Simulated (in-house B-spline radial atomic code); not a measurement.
Configurations of Ni5+, with energies counted from [Ar] 3d5. Computed with an all-electron radial atomic-structure program (B-spline basis): non-relativistic B3LYP, spin-polarised, spherical fractional occupations, exact exchange averaged over the configuration, point nucleus. Shells without spins written out take the highest spin.

Occupations are held fixed; configurations that lie above the ionisation limit could autoionise.

```tsv
configuration	E - E(ref) (eV)	highest orbital	its <r> (bohr)
[Ar] 3d4 4s1	37.023	4s up	1.788
[Ne] 3s2 3p5 3d6	64.115	3d down	0.8069
[Ne] 3s2 3p5 3d5 4s1	93.305	4s up	1.782
[Ne] 3s2 3p5 3d5 4d1	119.71	4d up	2.291
```

Task: Order these further configurations by energy, lowest first.
A. [Ne] 3s2 3p5 3d5 4f1
B. [Ar] 3d4 4f1
C. [Ne] 3s2 3p5 3d5 4p1
D. [Ar] 3d4 4p1

Result: D (47.445 eV), B (76.041 eV), C (103.77 eV), A (132.5 eV).
